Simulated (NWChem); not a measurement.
System: C2H5NOSi; SMILES C(/C=O)=N\[SiH3]

```xyz
10

O      0.2492     2.9319     0.3173
C     -0.3194     1.9335    -0.0691
C      0.2244     0.5517     0.1639
N     -0.4198    -0.4558    -0.2666
Si     0.0870    -2.1333    -0.0723
H     -1.2806     1.9560    -0.6223
H      1.1803     0.5224     0.7136
H     -0.9888    -2.8378     0.6669
H      1.3785    -2.2657     0.6652
H      0.2212    -2.7152    -1.4302
```
Atoms are numbered in this order, from 1.

All runs: NWChem. Pople sets run with spherical d functions. Coordinates come from a B3LYP/6-31G* (spherical d) optimisation. Level: B3LYP/6-31G* with SMD (1 M gas to 1 M solution), gas-phase geometry. Reactions with the solvent are ignored.

Task: Predict the results for solvent water. Quantities: solvation free energy (kcal/mol); cavity-dispersion-structure term (kcal/mol); dipole in solution (D).

Result: 
| Item | Value |
|---|---|
| solvation free energy (kcal/mol) | -1.5 |
| cavity-dispersion-structure term (kcal/mol) | 4.4 |
| dipole in solution (D) | 2.52 |
